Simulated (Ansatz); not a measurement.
Calculated with Ansatz (gas phase, PBE0-D4/def2-TZVP geometries, no zero-point term in ΔE). CCSD(T)/CBS adds triple-zeta CCSD(T) − MP2 to the extrapolated MP2 energy (def2 sets, frozen cores). This one scheme is used for every species. Functionals use def2-TZVPP. def2 core potentials past Kr. For Hf outer-core shells are correlated without core-valence functions, which leaves a few kJ/mol of doubt a bond. One conformer a species, not always the lowest.

Reaction (ligand exchange at the Hf–F bond): `[OH][Hf]([F])([Cl])[Cl]` + HCl → `[OH][Hf]([Cl])([Cl])[Cl]` + H–F

CCSD(T)/CBS gives +11.4 kJ/mol.

(1) Another level gave +15.2 kJ/mol. Which?
A. CCSD(T)/def2-TZVPP
B. PBE-QIDH/def2-TZVPP
C. r2SCAN-D4/def2-TZVPP
D. BLYP-D4/def2-TZVPP

Largest T1 diagnostic among the species: 0.015.

Answers

(1) A. CCSD(T)/def2-TZVPP 15.2, r2SCAN-D4 21.0, BLYP-D4 26.4, PBE-QIDH 11.1 kJ/mol.

Leaving LDA and LC-ωPBE aside and taking each functional with its dispersion term where it has one, the values, not all of them listed here, spread over 15.7 kJ/mol, from PBE-QIDH to CAM-B3LYP-D4. LDA lies −4.1 kJ/mol from PBE without D4. From r2SCAN to r2SCAN0 (25 % exact exchange), in def2-TZVPP and without D4, ΔE moves by −5.8 kJ/mol.
